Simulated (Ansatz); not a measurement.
Consider the hydrogenolysis of the Al–O bond: `[F][Al]([O][SiH3])[O][SiH3]` + H₂ → `[F][AlH][O][SiH3]` + `O[SiH3]`.

Program: Ansatz. Geometries: PBE0-D4/def2-TZVP. ΔE: electronic, gas phase. CCSD(T)/CBS adds triple-zeta CCSD(T) − MP2 to the extrapolated MP2 energy (def2 sets, frozen cores). This one scheme is used for every species. DFT in def2-TZVPP. Each species was taken in one conformer, which may not be the lowest.

`[F][Al]([O][SiH3])[O][SiH3]`:

```xyz
12

F    -2.534   -0.487   -1.083
Al   -1.051   -0.201   -0.448
O    -0.412    1.330   -0.545
Si    0.187    2.838   -0.660
O    -0.228   -1.450    0.277
Si    0.548   -2.697    0.975
H     1.392    2.971    0.199
H    -0.834    3.823   -0.218
H     0.562    3.123   -2.070
H     1.748   -2.204    1.701
H     0.976   -3.668   -0.066
H    -0.354   -3.379    1.939
```

H₂:

Cartesian coordinates in Å:
```
H 0.187 0.029 -0.322
H -0.187 -0.029 0.322
```

`[F][AlH][O][SiH3]`:

```xyz
8

F     2.693   -0.277    1.026
Al    1.523   -1.018    0.140
O     0.067   -0.235   -0.095
Si   -1.220    0.761   -0.140
H     1.804   -2.433   -0.459
H    -1.265    1.459   -1.451
H    -2.467   -0.030    0.033
H    -1.135    1.773    0.945
```

`O[SiH3]`:

```xyz
6

O     0.459    0.419    1.121
Si   -0.095    0.034   -0.382
H     0.416   -0.255    1.800
H     0.664   -1.102   -0.974
H     0.092    1.248   -1.208
H    -1.536   -0.343   -0.357
```

```csv
level,ΔE (kJ/mol)
BHLYP-D4,139.1
CCSD/CBS(def2),133.7
```

(1) What does CCSD(T)/CBS give? (Best estimate.)

Largest T1 diagnostic among the species: 0.012.

Answers

(1) Ansatz gave: +134.5 kJ/mol. The listed levels differ from it by 4.6, -0.8 kJ/mol.

Leaving LDA and LC-ωPBE aside and taking each functional with its dispersion term where it has one, the values, not all of them listed here, spread over 18.6 kJ/mol, from PBE-D4 to BHLYP-D4. From BLYP to BHLYP (50 % exact exchange), in def2-TZVPP and without D4, ΔE moves by +9.0 kJ/mol.

CCSD(T)/CBS has its own doubt, a few kJ/mol and more with outer-core shells, so smaller differences from it don't rank the levels.
